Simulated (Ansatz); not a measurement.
A nudged elastic band was laid between two geometries of H$_{4}$O$_{2}$SSiTe (9 atoms, charge 0, multiplicity 1).

All numbers below come from RKS BHLYP-D4/def2-SVP in Ansatz 0.2.0.

```yaml
movable_images: 7
climbing_image: yes
spring: 5.0 eV/Å²
optimiser: quadratic models (default)
start_path: IDPP
force_threshold: 0.05 eV/Å
iteration_limit: 50
end_points: relaxed
```

Initial state:

```xyz
9
Properties=species:S:1:pos:R:3
O -0.140 0.235 -1.464
Si 0.247 0.011 0.119
O 1.841 0.240 0.448
S -0.344 -2.001 0.497
Te -0.786 1.718 1.602
H -0.125 1.129 -1.800
H 2.446 -0.465 0.226
H -0.741 -2.196 -0.770
H -2.309 1.283 1.125
```

Final state:

```xyz
9
Properties=species:S:1:pos:R:3
O 0.289 0.449 -1.432
Si 0.256 -0.045 0.138
O 1.804 -0.473 0.461
S -1.139 -1.630 0.409
Te -0.356 1.719 1.792
H -0.480 0.863 -1.813
H 2.443 -0.299 -0.227
H -0.775 -2.287 -0.706
H -1.953 1.656 1.360
```

(1) Which bonds break or form, and what moves?

(2) What energy profile does the band end with?

(3) What is the geometry of the highest image?

(4) What are the harmonic wavenumbers there?

Results:

(1) No bond is made or broken. The dihedral H6–O1–Si2–S4 goes from 168 to 66°.

(2) The run converged. The highest image is number 5 of 0 to 8, 0.063 eV above the first end and 0.020 eV above the last; the last end lies 0.043 eV above the first. A vibrational analysis at the climbing image gives one clearly imaginary mode, 187i cm⁻¹: a first-order saddle point.

| image | path coordinate (Å) | energy (eV) | dihedral H6–O1–Si2–S4 (°) |
| --- | --- | --- | --- |
| 0 | 0.00 | 0.000 | 168 |
| 1 | 0.18 | 0.004 | 164 |
| 2 | 0.36 | 0.020 | 151 |
| 3 | 0.54 | 0.041 | 135 |
| 4 | 0.72 | 0.058 | 118 |
| 5 | 0.89 | 0.063 | 101 |
| 6 | 1.12 | 0.056 | 84 |
| 7 | 1.35 | 0.046 | 72 |
| 8 | 1.57 | 0.043 | 66 |

(3) 
```xyz
9
Properties=species:S:1:pos:R:3
O 0.211 0.298 -1.477
Si 0.276 -0.006 0.140
O 1.857 -0.145 0.549
S -0.887 -1.758 0.514
Te -0.530 1.835 1.604
H -0.371 0.976 -1.808
H 2.461 -0.499 -0.100
H -0.818 -2.188 -0.756
H -2.111 1.441 1.318
```

(4) 187i, 65, 131, 151, 176, 212, 237, 249, 327, 387, 540, 627, 748, 779, 818, 916, 979, 2203, 2769, 4022, 4049 cm⁻¹.

Time of the run: 10 min on 2 threads of Intel(R) Xeon(R) Processor @ 2.50GHz (Skylake/Cascade Lake) (shared host), peak memory 0.3 GiB.
